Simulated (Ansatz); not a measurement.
C2H8S2Sn, SMILES `C[S][SnH2][S]C`, 13 atoms. Total charge 0; spin multiplicity 1. Correlated methods include outer-core shells of Sn, which these sets cover unevenly. Sn: def2 effective core potential. All runs use 4 threads of an Arm Neoverse V2 on a shared host. Correlated methods freeze the cores.

(1) How many basis functions does each run have, and how long does it take in Ansatz? RKS PBE0-D4/def2-SVP energy; RKS B2PLYP (frozen core)/def2-TZVPP energy; RKS BLYP-D4/def2-TZVPP energy; direct RPA on PBE orbitals/def2-TZVPP energy; RKS PBE0-D4/def2-TZVP relaxation (10 steps); RHF-CCSD(T)/def2-SVP energy; RKS ωB97X-V/def2-TZVPP energy; RHF-MP2/def2-QZVPP energy; RKS ωB97M-V/def2-SVP energy; RKS ωB97M-V/def2-QZVPP energy; RKS PBE0-D4/def2-QZVPP energy; RHF-MP2/def2-TZVPP energy. (Estimate.)

Answers

(1) The calculation gave: Other jobs shared the machine, so times are rough.

```csv
level,job,functions,wall time,peak host memory (GiB)
RKS PBE0-D4/def2-SVP,energy,130,1.7 s,0.32
RKS BLYP-D4/def2-TZVPP,energy,308,4.5 s,0.51
RKS ωB97M-V/def2-SVP,energy,130,7.5 s,0.49
direct RPA on PBE orbitals/def2-TZVPP,energy,308,11 s,0.94
RHF-MP2/def2-TZVPP,energy,308,13 s,0.97
RKS PBE0-D4/def2-QZVPP,energy,576,16 s,2.9
RKS ωB97X-V/def2-TZVPP,energy,308,18 s,1.4
RHF-CCSD(T)/def2-SVP,energy,130,22 s,0.89
RKS B2PLYP (frozen core)/def2-TZVPP,energy,308,22 s,1
RKS ωB97M-V/def2-QZVPP,energy,576,35 s,3.1
RHF-MP2/def2-QZVPP,energy,576,61 s,4.6
RKS PBE0-D4/def2-TZVP,relaxation (10 steps),234,83 s,0.82
```
